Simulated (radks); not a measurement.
Results of a calculation; reference values are marked as such.
Q: Coulomb parameter of the 3d shell of the vanadium ion V+ in the model configuration [Ar] 3d2.5 4s1.5, as a second difference U = [E(n + 0.5) + E(n - 0.5) - 2 E(n)] / (0.5)^2 with all orbitals relaxed. "Bare": the charge of the atom changes with n. "Screened": the 4s shell takes up the change at fixed total charge, which measures U(3d,3d) + U(4s,4s) - 2 U(3d,4s). Code: a radial shooting solver on a logarithmic mesh with Libxc functionals. Model: scalar-relativistic Kohn-Sham, PBE, spin-unpolarised, spherical densities, finite nucleus; Fermi nuclear charge, rms radius 3.6002 fm. Estimate both.

A: U(bare) = 13.211 eV, U(screened by 4s) = 3.167 eV, against the Slater integral F0(3d,3d) = 19.279 eV with frozen orbitals.
